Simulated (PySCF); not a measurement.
# Correlation energy of Ga²⁹⁺ (gallium, charge +29)

1s2, closed-shell 1S. Computed with PySCF 2.14 in an uncontracted even-tempered set (17 s from 37 bohr⁻², ratio 2.2; 7 p from 57 bohr⁻², ratio 2.4; 4 d from 170 bohr⁻², ratio 2.4; 3 f from 250 bohr⁻², ratio 2.4; 3 g from 380 bohr⁻², ratio 2.4), with scalar relativity by spin-free X2C-1e. Frozen: nothing; 2 electrons correlated; the 9 highest virtual orbitals of each spin left out.

With two correlated electrons CCSD is exact within the correlated space (frozen core and kept virtual orbitals).

```
level  correlation energy (mhartree)
 CCSD                         -49.84
```

Diagnostics: T1 = 3.9e-06, D1 = 0.0000, largest double amplitude 0.001.

Cost of the coupled-cluster step: about 8 core-seconds, for 2 correlated electrons.

Iterations:

```
CC2 = 0
CCSD nocc = 1, nmo = 97
frozen orbitals [97, 98, 99, 100, 101, 102, 103, 104, 105]
max_cycle = 100
direct = 0
conv_tol = 1e-08
conv_tol_normt = 1e-06
diis_space = 8
diis_start_cycle = 0
Init t2, MP2 energy = -953.830964789372  E_corr(MP2) -0.0494238404203607
Init E_corr(CCSD) = -0.0494238404203607
cycle = 1  E_corr(CCSD) = -0.0498294637541447  dE = -0.000405623334  norm(t1,t2) = 5.75191e-05
cycle = 2  E_corr(CCSD) = -0.0498367400986642  dE = -7.27634452e-06  norm(t1,t2) = 1.08677e-06
cycle = 3  E_corr(CCSD) = -0.049836866364123  dE = -1.26265459e-07  norm(t1,t2) = 2.24867e-08
cycle = 4  E_corr(CCSD) = -0.0498368662256938  dE = 1.38429213e-10  norm(t1,t2) = 1.23369e-10
CCSD converged
E(CCSD) = -953.8313778151777  E_corr = -0.04983686622569377
```

At this charge the one-electron X2C treatment keeps the bare 1/r₁₂, with no two-electron picture change or Breit term. That inflates the 1s pair energies well beyond their four-component values; and a scalar Hamiltonian misses the large spin-orbit splitting of the p shells, which matters for ns² → np² pairs.
